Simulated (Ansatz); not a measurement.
FGeH5OSi2 (`F[Si@H]1[O][Ge@H]1[SiH3]`). Total charge 0; spin multiplicity 1. Correlated methods include outer-core shells of Ge, which these sets cover unevenly. Scalar relativity is left out up to krypton.

```
atom    x (Å)    y (Å)    z (Å)
  F1  -0.3354  -1.7046   2.3131
 Si2  -0.7070  -1.8425   0.7741
  O3  -1.6073  -0.6541   0.1316
 Ge4   0.0719  -0.3975  -0.7808
 Si5   0.8493   1.7894  -0.2639
  H6  -1.1489  -3.2396   0.5842
  H7  -0.1770  -0.6479  -2.2816
  H8   0.9253   1.9284   1.2109
  H9   2.2013   1.9602  -0.8582
 H10  -0.0723   2.8082  -0.8294
```

Problem. Give the diagnostics of a CCSD(T)/def2-TZVPP run (frozen core, Ansatz 0.2.0). (An estimate is asked.)

Solution. The calculation gave: T1 = 0.0147, largest single amplitude 0.027, largest double 0.054, (T) share of the correlation energy 3.6 %, 10 CCSD cycles. The RHF solution is stable towards an unrestricted one. T1 lies under the customary mark of 0.02 for closed shells.
